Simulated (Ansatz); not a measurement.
Reaction (substitution at a C–Cl bond): `C/C=C(\O)Cl` + HBr → `C/C=C(\O)Br` + HCl

Computed with Ansatz on PBE0-D4/def2-TZVP structures; ΔE is electronic, products minus reactants. CCSD(T)/CBS is the MP2 limit (def2-TZVPP, def2-QZVPP) plus CCSD(T) − MP2 in def2-TZVPP, frozen cores. This one scheme is used for every species. Double bonds are as drawn, so ΔE can hold a change between cis and trans. Functionals use def2-TZVPP. B3LYP here is the variant with VWN-RPA as its local correlation; programs differ in this. For Br outer-core shells are correlated without core-valence functions, which leaves a few kJ/mol of doubt a bond. Scalar relativity is left out up to krypton. One conformer a species, not always the lowest.

`C/C=C(\O)Cl`:

Z-matrix (Å, degrees):
```
C
C 1 1.490
H 1 1.095 2 111.0
H 1 1.094 2 110.8 3 118.8
H 1 1.090 2 111.5 3 -120.5
C 2 1.325 1 123.6 3 116.1
H 2 1.082 1 119.2 3 -63.3
Cl 6 1.736 2 121.9 1 179.3
O 6 1.348 2 124.1 1 -2.0
H 9 0.961 6 109.3 2 166.7
```

HBr:

Z-matrix (Å, degrees):
```
Br
H 1 1.420
```

`C/C=C(\O)Br`:

Cartesian coordinates in Å:
```
C -0.882 1.116 0.161
C -0.513 -0.319 0.324
C 0.643 -0.826 -0.077
O 1.639 -0.102 -0.623
Br 1.047 -2.671 0.139
H -1.003 1.602 1.134
H -0.123 1.662 -0.398
H -1.836 1.213 -0.366
H -1.214 -0.990 0.804
H 2.241 -0.683 -1.098
```

HCl:

```xyz
2

Cl    0.060    0.122    0.625
H    -0.060   -0.122   -0.625
```

(1) Is it downhill or uphill in electronic energy at CCSD(T)/CBS, and by how much? (An estimate is asked.)

(2) What do these levels give: PBE-D4, r2SCAN-D4, ωB97M-V, B2PLYP, PBE, B3LYP, MP2/def2-TZVPP, CCSD/def2-TZVPP, CCSD(T)/def2-TZVPP, MP2/def2-QZVPP, SCS-MP2/def2-QZVPP, CCSD/CBS(def2)? (Best estimate.)

Largest T1 diagnostic among the species: 0.011.

## Answers

(1) The calculation gave: Downhill: ΔE = -3.5 kJ/mol.

(2) The calculation gave: PBE-D4 -1.3, r2SCAN-D4 -0.6, ωB97M-V -0.4, B2PLYP -2.4, PBE -0.4, B3LYP 0.0, MP2/def2-TZVPP -7.3, CCSD/def2-TZVPP -4.5, CCSD(T)/def2-TZVPP -5.1, MP2/def2-QZVPP -6.2, SCS-MP2/def2-QZVPP -5.0, CCSD/CBS(def2) -2.8 kJ/mol.

In def2-TZVPP, CCSD(T) changes the Hartree–Fock value by −7.1 kJ/mol (the triples alone add −0.6 kJ/mol) and MP2 by −9.3 kJ/mol.
